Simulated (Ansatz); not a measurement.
# Molecular dynamics of H9OPSi2

Input file:

```yaml
crystal:
  periodic: [false, false, false]
  atoms:
    - { symbol: Si, position_ang: [-0.087933, -0.301347, 0.070481] }
    - { symbol: O, position_ang: [-0.345289, -0.675006, 1.834563] }
    - { symbol: Si, position_ang: [-1.440613, -0.126642, 3.049734] }
    - { symbol: H, position_ang: [-2.793058, -0.497022, 2.631495] }
    - { symbol: H, position_ang: [-1.02276, -0.833746, 4.260438] }
    - { symbol: H, position_ang: [-1.279989, 1.322096, 3.165079] }
    - { symbol: H, position_ang: [1.142782, 0.412515, -0.257644] }
    - { symbol: H, position_ang: [-1.126071, 0.767058, 0.151029] }
    - { symbol: H, position_ang: [-0.639912, -1.2621, -0.881081] }
    - { symbol: P, position_ang: [1.726899, -2.527952, 0.824543] }
    - { symbol: H, position_ang: [1.298892, -3.222724, -0.31814] }
    - { symbol: H, position_ang: [2.791123, -1.843046, 0.216459] }
    - { symbol: H, position_ang: [0.303933, -1.422884, 1.962044] }
basis:
  gaussian: { orbitals: "6-31G*" }
hamiltonian:
  xc: hf
md:
  timestep: 0.5
  n_steps: 200
  ensemble: nve
  temperature: 100.0
  initial_velocities: maxwell_boltzmann
  seed: 3013
```

Launched with:

```bash
$ ansatz run input.yaml --threads 1 --pin off --max-ram 2048MiB --backend cpu --events-out ev --progress --plain --runs-dir out
```

It starts at the highest image of a converged band. Of that band: Neighbouring images differ by up to 3.1 eV, so the band resolves the path poorly. A vibrational analysis at the climbing image gives one clearly imaginary mode, 311i cm⁻¹: a first-order saddle point.

Output, in part (one step line in 3, the closing report, with atoms numbered from 0):

```
md step     0: t =     0.00 fs  T =   100.0 K  F+E_penalty+E_count = -27172.97376145 eV  E_kin = 0.142186 eV  conserved = -27172.83157545 eV  (33 SCF iters)
md step     3: t =     1.50 fs  T =    78.1 K  F+E_penalty+E_count = -27172.94225521 eV  E_kin = 0.111052 eV  conserved = -27172.83120354 eV  (23 SCF iters)
md step     6: t =     3.00 fs  T =    45.3 K  F+E_penalty+E_count = -27172.89502302 eV  E_kin = 0.064339 eV  conserved = -27172.83068381 eV  (24 SCF iters)
md step     9: t =     4.50 fs  T =    45.3 K  F+E_penalty+E_count = -27172.89531393 eV  E_kin = 0.064420 eV  conserved = -27172.83089399 eV  (24 SCF iters)
md step    12: t =     6.00 fs  T =    61.6 K  F+E_penalty+E_count = -27172.91899531 eV  E_kin = 0.087619 eV  conserved = -27172.83137638 eV  (25 SCF iters)
md step    15: t =     7.50 fs  T =    53.0 K  F+E_penalty+E_count = -27172.90663192 eV  E_kin = 0.075330 eV  conserved = -27172.83130228 eV  (25 SCF iters)
md step    18: t =     9.00 fs  T =    25.0 K  F+E_penalty+E_count = -27172.86642410 eV  E_kin = 0.035612 eV  conserved = -27172.83081229 eV  (24 SCF iters)
md step    21: t =    10.50 fs  T =    20.0 K  F+E_penalty+E_count = -27172.85910097 eV  E_kin = 0.028424 eV  conserved = -27172.83067683 eV  (24 SCF iters)
md step    24: t =    12.00 fs  T =    49.2 K  F+E_penalty+E_count = -27172.90106786 eV  E_kin = 0.069932 eV  conserved = -27172.83113634 eV  (24 SCF iters)
md step    27: t =    13.50 fs  T =    72.9 K  F+E_penalty+E_count = -27172.93517566 eV  E_kin = 0.103677 eV  conserved = -27172.83149856 eV  (25 SCF iters)
md step    30: t =    15.00 fs  T =    60.3 K  F+E_penalty+E_count = -27172.91694456 eV  E_kin = 0.085746 eV  conserved = -27172.83119847 eV  (25 SCF iters)
md step    33: t =    16.50 fs  T =    37.6 K  F+E_penalty+E_count = -27172.88423050 eV  E_kin = 0.053515 eV  conserved = -27172.83071517 eV  (24 SCF iters)
md step    36: t =    18.00 fs  T =    45.4 K  F+E_penalty+E_count = -27172.89547850 eV  E_kin = 0.064583 eV  conserved = -27172.83089544 eV  (25 SCF iters)
md step    39: t =    19.50 fs  T =    68.8 K  F+E_penalty+E_count = -27172.92927531 eV  E_kin = 0.097883 eV  conserved = -27172.83139202 eV  (24 SCF iters)
md step    42: t =    21.00 fs  T =    65.6 K  F+E_penalty+E_count = -27172.92464931 eV  E_kin = 0.093301 eV  conserved = -27172.83134819 eV  (25 SCF iters)
md step    45: t =    22.50 fs  T =    38.9 K  F+E_penalty+E_count = -27172.88608937 eV  E_kin = 0.055240 eV  conserved = -27172.83084915 eV  (24 SCF iters)
md step    48: t =    24.00 fs  T =    31.2 K  F+E_penalty+E_count = -27172.87507592 eV  E_kin = 0.044380 eV  conserved = -27172.83069567 eV  (25 SCF iters)
md step    51: t =    25.50 fs  T =    55.7 K  F+E_penalty+E_count = -27172.91038558 eV  E_kin = 0.079245 eV  conserved = -27172.83114085 eV  (25 SCF iters)
md step    54: t =    27.00 fs  T =    74.4 K  F+E_penalty+E_count = -27172.93723896 eV  E_kin = 0.105767 eV  conserved = -27172.83147229 eV  (33 SCF iters)
md step    57: t =    28.50 fs  T =    59.1 K  F+E_penalty+E_count = -27172.91517064 eV  E_kin = 0.084010 eV  conserved = -27172.83116072 eV  (24 SCF iters)
md step    60: t =    30.00 fs  T =    37.1 K  F+E_penalty+E_count = -27172.88341471 eV  E_kin = 0.052702 eV  conserved = -27172.83071244 eV  (25 SCF iters)
md step    63: t =    31.50 fs  T =    46.1 K  F+E_penalty+E_count = -27172.89641515 eV  E_kin = 0.065510 eV  conserved = -27172.83090532 eV  (25 SCF iters)
md step    66: t =    33.00 fs  T =    70.4 K  F+E_penalty+E_count = -27172.93150936 eV  E_kin = 0.100153 eV  conserved = -27172.83135681 eV  (25 SCF iters)
md step    69: t =    34.50 fs  T =    71.1 K  F+E_penalty+E_count = -27172.93246860 eV  E_kin = 0.101151 eV  conserved = -27172.83131783 eV  (25 SCF iters)
md step    72: t =    36.00 fs  T =    50.4 K  F+E_penalty+E_count = -27172.90249213 eV  E_kin = 0.071606 eV  conserved = -27172.83088596 eV  (25 SCF iters)
md step    75: t =    37.50 fs  T =    45.3 K  F+E_penalty+E_count = -27172.89518510 eV  E_kin = 0.064463 eV  conserved = -27172.83072165 eV  (25 SCF iters)
md step    78: t =    39.00 fs  T =    69.9 K  F+E_penalty+E_count = -27172.93047156 eV  E_kin = 0.099366 eV  conserved = -27172.83110531 eV  (25 SCF iters)
md step    81: t =    40.50 fs  T =    91.1 K  F+E_penalty+E_count = -27172.96100811 eV  E_kin = 0.129571 eV  conserved = -27172.83143727 eV  (33 SCF iters)
md step    84: t =    42.00 fs  T =    81.2 K  F+E_penalty+E_count = -27172.94659467 eV  E_kin = 0.115421 eV  conserved = -27172.83117403 eV  (24 SCF iters)
md step    87: t =    43.50 fs  T =    63.3 K  F+E_penalty+E_count = -27172.92079410 eV  E_kin = 0.090055 eV  conserved = -27172.83073901 eV  (25 SCF iters)
md step    90: t =    45.00 fs  T =    74.2 K  F+E_penalty+E_count = -27172.93646431 eV  E_kin = 0.105570 eV  conserved = -27172.83089452 eV  (25 SCF iters)
md step    93: t =    46.50 fs  T =   101.5 K  F+E_penalty+E_count = -27172.97567079 eV  E_kin = 0.144350 eV  conserved = -27172.83132072 eV  (25 SCF iters)
md step    96: t =    48.00 fs  T =   108.3 K  F+E_penalty+E_count = -27172.98531228 eV  E_kin = 0.153990 eV  conserved = -27172.83132191 eV  (25 SCF iters)
md step    99: t =    49.50 fs  T =    93.2 K  F+E_penalty+E_count = -27172.96341423 eV  E_kin = 0.132472 eV  conserved = -27172.83094174 eV  (25 SCF iters)
md step   102: t =    51.00 fs  T =    89.0 K  F+E_penalty+E_count = -27172.95733993 eV  E_kin = 0.126599 eV  conserved = -27172.83074140 eV  (24 SCF iters)
md step   105: t =    52.50 fs  T =   112.9 K  F+E_penalty+E_count = -27172.99159395 eV  E_kin = 0.160549 eV  conserved = -27172.83104506 eV  (25 SCF iters)
md step   108: t =    54.00 fs  T =   138.7 K  F+E_penalty+E_count = -27173.02861264 eV  E_kin = 0.197237 eV  conserved = -27172.83137546 eV  (34 SCF iters)
md step   111: t =    55.50 fs  T =   138.6 K  F+E_penalty+E_count = -27173.02826547 eV  E_kin = 0.197082 eV  conserved = -27172.83118347 eV  (24 SCF iters)
md step   114: t =    57.00 fs  T =   129.7 K  F+E_penalty+E_count = -27173.01524186 eV  E_kin = 0.184477 eV  conserved = -27172.83076517 eV  (23 SCF iters)
md step   117: t =    58.50 fs  T =   147.6 K  F+E_penalty+E_count = -27173.04070358 eV  E_kin = 0.209867 eV  conserved = -27172.83083644 eV  (25 SCF iters)
md step   120: t =    60.00 fs  T =   186.4 K  F+E_penalty+E_count = -27173.09634084 eV  E_kin = 0.265087 eV  conserved = -27172.83125342 eV  (25 SCF iters)
md step   123: t =    61.50 fs  T =   210.4 K  F+E_penalty+E_count = -27173.13045652 eV  E_kin = 0.299122 eV  conserved = -27172.83133498 eV  (25 SCF iters)
md step   126: t =    63.00 fs  T =   210.8 K  F+E_penalty+E_count = -27173.13076347 eV  E_kin = 0.299750 eV  conserved = -27172.83101318 eV  (25 SCF iters)
md step   129: t =    64.50 fs  T =   215.4 K  F+E_penalty+E_count = -27173.13704564 eV  E_kin = 0.306282 eV  conserved = -27172.83076375 eV  (25 SCF iters)
md step   132: t =    66.00 fs  T =   245.4 K  F+E_penalty+E_count = -27173.17990969 eV  E_kin = 0.348938 eV  conserved = -27172.83097124 eV  (25 SCF iters)
md step   135: t =    67.50 fs  T =   283.3 K  F+E_penalty+E_count = -27173.23416734 eV  E_kin = 0.402878 eV  conserved = -27172.83128913 eV  (25 SCF iters)
md step   138: t =    69.00 fs  T =   301.8 K  F+E_penalty+E_count = -27173.26039540 eV  E_kin = 0.429149 eV  conserved = -27172.83124629 eV  (24 SCF iters)
md step   141: t =    70.50 fs  T =   305.1 K  F+E_penalty+E_count = -27173.26468731 eV  E_kin = 0.433777 eV  conserved = -27172.83090985 eV  (25 SCF iters)
md step   144: t =    72.00 fs  T =   323.2 K  F+E_penalty+E_count = -27173.29036070 eV  E_kin = 0.459607 eV  conserved = -27172.83075334 eV  (25 SCF iters)
md step   147: t =    73.50 fs  T =   369.4 K  F+E_penalty+E_count = -27173.35623130 eV  E_kin = 0.525165 eV  conserved = -27172.83106626 eV  (25 SCF iters)
md step   150: t =    75.00 fs  T =   416.4 K  F+E_penalty+E_count = -27173.42348206 eV  E_kin = 0.592122 eV  conserved = -27172.83135983 eV  (25 SCF iters)
md step   153: t =    76.50 fs  T =   438.9 K  F+E_penalty+E_count = -27173.45527188 eV  E_kin = 0.624108 eV  conserved = -27172.83116391 eV  (25 SCF iters)
md step   156: t =    78.00 fs  T =   452.3 K  F+E_penalty+E_count = -27173.47394375 eV  E_kin = 0.643090 eV  conserved = -27172.83085385 eV  (25 SCF iters)
md step   159: t =    79.50 fs  T =   483.3 K  F+E_penalty+E_count = -27173.51802427 eV  E_kin = 0.687131 eV  conserved = -27172.83089293 eV  (24 SCF iters)
md step   162: t =    81.00 fs  T =   529.8 K  F+E_penalty+E_count = -27173.58442809 eV  E_kin = 0.753283 eV  conserved = -27172.83114519 eV  (25 SCF iters)
md step   165: t =    82.50 fs  T =   569.5 K  F+E_penalty+E_count = -27173.64102349 eV  E_kin = 0.809704 eV  conserved = -27172.83131922 eV  (25 SCF iters)
md step   168: t =    84.00 fs  T =   587.7 K  F+E_penalty+E_count = -27173.66684566 eV  E_kin = 0.835662 eV  conserved = -27172.83118334 eV  (24 SCF iters)
md step   171: t =    85.50 fs  T =   598.3 K  F+E_penalty+E_count = -27173.68151397 eV  E_kin = 0.850643 eV  conserved = -27172.83087111 eV  (25 SCF iters)
md step   174: t =    87.00 fs  T =   627.8 K  F+E_penalty+E_count = -27173.72361122 eV  E_kin = 0.892682 eV  conserved = -27172.83092902 eV  (24 SCF iters)
md step   177: t =    88.50 fs  T =   671.9 K  F+E_penalty+E_count = -27173.78655514 eV  E_kin = 0.955310 eV  conserved = -27172.83124555 eV  (23 SCF iters)
md step   180: t =    90.00 fs  T =   703.9 K  F+E_penalty+E_count = -27173.83215232 eV  E_kin = 1.000892 eV  conserved = -27172.83126019 eV  (23 SCF iters)
md step   183: t =    91.50 fs  T =   721.6 K  F+E_penalty+E_count = -27173.85696291 eV  E_kin = 1.025968 eV  conserved = -27172.83099485 eV  (23 SCF iters)
md step   186: t =    93.00 fs  T =   748.2 K  F+E_penalty+E_count = -27173.89461670 eV  E_kin = 1.063820 eV  conserved = -27172.83079642 eV  (23 SCF iters)
md step   189: t =    94.50 fs  T =   801.1 K  F+E_penalty+E_count = -27173.97000869 eV  E_kin = 1.139056 eV  conserved = -27172.83095235 eV  (23 SCF iters)
md step   192: t =    96.00 fs  T =   867.3 K  F+E_penalty+E_count = -27174.06440760 eV  E_kin = 1.233189 eV  conserved = -27172.83121903 eV  (32 SCF iters)
md step   195: t =    97.50 fs  T =   923.9 K  F+E_penalty+E_count = -27174.14494301 eV  E_kin = 1.313701 eV  conserved = -27172.83124189 eV  (23 SCF iters)
md step   198: t =    99.00 fs  T =   969.0 K  F+E_penalty+E_count = -27174.20888230 eV  E_kin = 1.377800 eV  conserved = -27172.83108244 eV  (23 SCF iters)
md step   200: t =   100.00 fs  T =  1000.4 K  F+E_penalty+E_count = -27174.25342606 eV  E_kin = 1.422476 eV  conserved = -27172.83095005 eV  (32 SCF iters)
Total energy: -27174.25342606 eV, -998.6353940371 hartree
Atom 0 at     0.283440    -0.614391    -0.153866 Å, force    -2.305021     0.922115    -1.507090 eV/Å
Atom 1 at    -0.323343    -0.953751     2.491894 Å, force    -0.279007    -0.215388     0.954493 eV/Å
Atom 2 at    -1.554762    -0.032828     3.101268 Å, force    -0.363551    -0.088325     0.434806 eV/Å
Atom 3 at    -2.808280    -0.282505     2.342032 Å, force     0.214022    -0.057238     0.291579 eV/Å
Atom 4 at    -1.697782    -0.366584     4.560182 Å, force    -0.105491     0.073239    -0.523343 eV/Å
Atom 5 at    -1.236642     1.387224     2.974584 Å, force     0.080482     0.198350     0.021690 eV/Å
Atom 6 at     1.186071     0.242834    -0.867566 Å, force     0.532540     0.638458    -0.674657 eV/Å
Atom 7 at    -0.594036     0.315407     0.580225 Å, force     0.214834    -0.135472    -0.104059 eV/Å
Atom 8 at    -0.617857    -1.340278    -1.129765 Å, force     0.222683     0.496412     0.266586 eV/Å
Atom 9 at     1.500927    -2.189296     0.635534 Å, force     1.315927    -1.667745     0.861139 eV/Å
Atom 10 at     1.174042    -3.088683    -0.387607 Å, force    -0.015641    -0.133346     0.034290 eV/Å
Atom 11 at     2.632777    -1.723871    -0.023104 Å, force     0.481484    -0.046520    -0.001001 eV/Å
Atom 12 at     0.065200    -1.597129     3.070338 Å, force     0.006741     0.015459    -0.054434 eV/Å
Dipole moment:    -0.067362    -0.035205     0.313551 e Å
```

The run went to its last step. The conserved energy stayed within 0.072 meV per atom of its start (net change 0.048 meV per atom), so the integration is sound. The kinetic energy rose, since the run started high on the potential surface and went downhill. It ends in pieces (H4OSi + H5PSi), so much of that is their flight and rotation, not heat. A run of 0.1 ps of so small a system gives no equilibrium averages. The orbitals stay closed-shell, which can raise the energy where a bond breaks towards radicals; this wasn't checked here.

Between its relaxed ends the band would form Si1–P10, O2–H13 and break Si1–O2, P10–H13. These pairs go: Si1–P10 2.97 → 2.14 Å, O2–H13 1.00 → 0.95 Å, Si1–O2 1.82 → 2.74 Å, P10–H13 2.13 → 2.89 Å. In the last frame they stand as after the step (other bonds may differ from the relaxed reactants and products). It ends as H4OSi + H5PSi. Pairs count as bonded within 1.25 times the sum of covalent radii (0.12 Å more for H–H).

Last frame:

```xyz
13
Properties=species:S:1:pos:R:3
Si 0.283 -0.614 -0.154
O -0.323 -0.954 2.492
Si -1.555 -0.033 3.101
H -2.808 -0.282 2.342
H -1.698 -0.367 4.560
H -1.237 1.387 2.975
H 1.186 0.243 -0.868
H -0.594 0.315 0.580
H -0.618 -1.340 -1.130
P 1.501 -2.189 0.635
H 1.174 -3.089 -0.388
H 2.633 -1.724 -0.023
H 0.065 -1.597 3.070
```

Run time: 7.4 min on 1 thread of Arm Neoverse V1, on a shared host, peak memory 0.17 GiB.
